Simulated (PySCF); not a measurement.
Geometries of 2 isomers of C2H9NSi2, from PySCF 2.14.0, PBE0-D3(BJ)/def2-SVP geometry optimisation, gas phase. One conformer each, no zero-point energy, no frequencies.

Task: Which is lower in electronic energy at this level?
A.
```xyz
14
angstrom
C     -2.587    0.985    0.111
N     -1.598    0.312   -0.291
Si    -0.906   -1.093    0.517
Si     1.237   -0.404    1.175
C      2.129    0.331   -0.312
H     -3.184    0.749    1.020
H     -2.921    1.880   -0.448
H     -0.824   -2.188   -0.496
H     -1.743   -1.571    1.674
H      1.085    0.621    2.257
H      1.994   -1.562    1.751
H      2.302   -0.439   -1.079
H      1.507    1.121   -0.759
H      3.100    0.763   -0.026
```
B.
```xyz
14
angstrom
Si    -2.019   -0.384    0.094
C     -0.600    0.108   -1.069
C      0.236    1.198   -0.474
N      1.267    1.088    0.249
Si     2.152   -0.295    0.835
H     -2.864    0.807    0.407
H     -2.862   -1.428   -0.562
H     -1.448   -0.927    1.363
H     -1.050    0.439   -2.020
H     -0.007   -0.801   -1.260
H     -0.144    2.221   -0.680
H      2.028   -0.304    2.321
H      1.712   -1.639    0.323
H      3.583   -0.105    0.460
```

Result: A. That is `C=N[SiH2][SiH2]C`, 5.0 kcal/mol below the other.

```tsv
SMILES	atoms numbered as above	E (Eh)	relative (kcal/mol)	relative (kJ/mol)	dipole (D)
C=N[SiH2][SiH2]C	[CH2:1]=[N:2][SiH2:3][SiH2:4][CH3:5]	-714.67061	0.0	0.0	0.78
[SiH3]C/C=N\[SiH3]	[SiH3:1][CH2:2]/[CH:3]=[N:4]\[SiH3:5]	-714.66267	5.0	20.8	2.10
```

As drawn, the lower has an Si–Si bond, which the higher lacks.
